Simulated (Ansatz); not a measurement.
C3H9ClGe, charge +1, doublet, at the geometry of the source list (a state made from the parent by changing its charge; the spin is typed, not shown lowest); Ansatz (a first-principles code) with R2SCAN/def2-SVP.

The Ansatz input:
Ansatz 0.2 input:
```yaml
crystal:
  periodic: [false, false, false]
  atoms:
    - {symbol: C, position_ang: [-0.63770000, 1.73120000, -0.50780000]}
    - {symbol: Ge, position_ang: [0.07060000, 0.09860000, 0.38840000]}
    - {symbol: C, position_ang: [1.81600000, -0.47630000, -0.38290000]}
    - {symbol: C, position_ang: [-1.26750000, -1.37950000, 0.42100000]}
    - {symbol: Cl, position_ang: [0.45160000, 0.63420000, 2.41850000]}
    - {symbol: H, position_ang: [-0.88430000, 1.51970000, -1.54390000]}
    - {symbol: H, position_ang: [-1.53250000, 2.08600000, -0.00510000]}
    - {symbol: H, position_ang: [0.10360000, 2.52580000, -0.48610000]}
    - {symbol: H, position_ang: [2.33200000, -1.14140000, 0.30380000]}
    - {symbol: H, position_ang: [1.66520000, -1.00010000, -1.32210000]}
    - {symbol: H, position_ang: [2.45250000, 0.38460000, -0.56690000]}
    - {symbol: H, position_ang: [-1.77340000, -1.45450000, -0.53710000]}
    - {symbol: H, position_ang: [-2.01310000, -1.19970000, 1.19020000]}
    - {symbol: H, position_ang: [-0.78300000, -2.32860000, 0.63000000]}
basis:
  gaussian:
    orbitals: def2-SVP
hamiltonian:
  xc: r2scan
total_charge: 1
magnetization: {spin_polarized: true, initial_magnetization: 1}
```

Output, abridged:

```
Functional definition: r2SCAN
1542 factors; their error is unknown
mean field evaluation 1: about -72251.4102 eV, gradient 6.7e1 eV
mean field evaluation 2: about -72220.4229 eV, gradient 9.4e1 eV
mean field evaluation 4: about -72271.6385 eV, gradient 2.1e1 eV
mean field evaluation 8: about -72274.4277 eV, gradient 6.2e0 eV
mean field evaluation 16: about -72274.7007 eV, gradient 1.5e-1 eV
mean field evaluation 32: about -72274.6256 eV, gradient 2.8e-6 eV
mean field evaluation 64: about -72274.6342 eV, gradient 8.5e-5 eV
mean field -72274.63422650 eV, -2656.0438183174 hartree, gradient 2.3e-6 eV, S^2 0.754926; 10 other end points of the search recorded, 0 dependent functions left out
reference -72274.63423775 eV, -2656.0438187307 hartree; 38, 37 occupied and 99, 100 virtual orbitals, 1542 factors
Total energy: -72274.63423775 eV, -2656.0438187307 hartree
```
